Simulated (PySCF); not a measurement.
PBE on Si- (silicon, charge -1), [Ne] 3s2 3p3, high-spin 4S determinant. Calculation: PySCF 2.14, in dyall-av3z; scalar relativity by spin-free X2C-1e.

```
cycle= 1 E= -289.900578962933  delta_E= -0.0108  |g|= 0.0161  |ddm|= 0.212
cycle= 2 E= -289.900597364589  delta_E= -1.84e-05  |g|= 0.00808  |ddm|= 0.0099
cycle= 3 E= -289.900602205511  delta_E= -4.84e-06  |g|= 0.00122  |ddm|= 0.00386
cycle= 4 E= -289.900601987028  delta_E= 2.18e-07  |g|= 0.000982  |ddm|= 0.00435
cycle= 5 E= -289.900603334393  delta_E= -1.35e-06  |g|= 4.83e-05  |ddm|= 0.00253
cycle= 6 E= -289.900603338163  delta_E= -3.77e-09  |g|= 3.19e-06  |ddm|= 0.000143
cycle= 7 E= -289.900603338183  delta_E= -2.05e-11  |g|= 4.63e-07  |ddm|= 1.21e-05
converged SCF energy = -289.900603338183  <S^2> = 3.7503999  2S+1 = 4.0001999
```

Highest occupied orbital energy: 1.107 eV; ⟨L²⟩ = 0.00; populations by l: s 6.00, p 9.00, d 0.00, f 0.00.

**Question.** Can this result be used?

**Answer.** With care. The calculation finished and met its thresholds. At PBE the highest occupied level has a positive energy, so only the finite basis holds that electron; in a semilocal or global hybrid functional this comes from self-interaction and does not mean that the real anion is unbound.
